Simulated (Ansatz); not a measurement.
Consider the hydrogenolysis of a C–Si bond: `N#C[Si](F)(Cl)Cl` + H₂ → `C#N` + `F[SiH](Cl)Cl`.

Isolated molecules relaxed with PBE0-D4/def2-TZVP in Ansatz; ΔE leaves out vibrations. CCSD(T)/CBS is the MP2 limit (def2-TZVPP, def2-QZVPP) plus CCSD(T) − MP2 in def2-TZVPP, frozen cores. This one scheme is used for every species. Functionals use def2-TZVPP. HSE06 is defined as in plane-wave codes.

```csv
species,HSE06 energy (Eh)
`N#C[Si](F)(Cl)Cl`,-1402.21982
H₂,-1.16797
`C#N`,-93.34086
`F[SiH](Cl)Cl`,-1310.04808
```

(1) Work out ΔE.

Largest T1 diagnostic among the species: 0.014.

Answers

(1) ΔE = (-93.34086) + (-1310.04808) − (-1402.21982) − (-1.16797) = -0.00115 Eh = -3.0 kJ/mol. CCSD(T)/CBS gives +2.3 kJ/mol.

From r2SCAN to r2SCAN0 (25 % exact exchange), in def2-TZVPP and without D4, ΔE moves by −5.3 kJ/mol. At CCSD(T), def2-SVP lies −6.0 kJ/mol from the extrapolated value and def2-TZVPP +0.3 kJ/mol. Leaving LDA and LC-ωPBE aside and taking each functional with its dispersion term where it has one, the values, not all of them listed here, spread over 14.0 kJ/mol, from BHLYP-D4 to revPBE-D4.
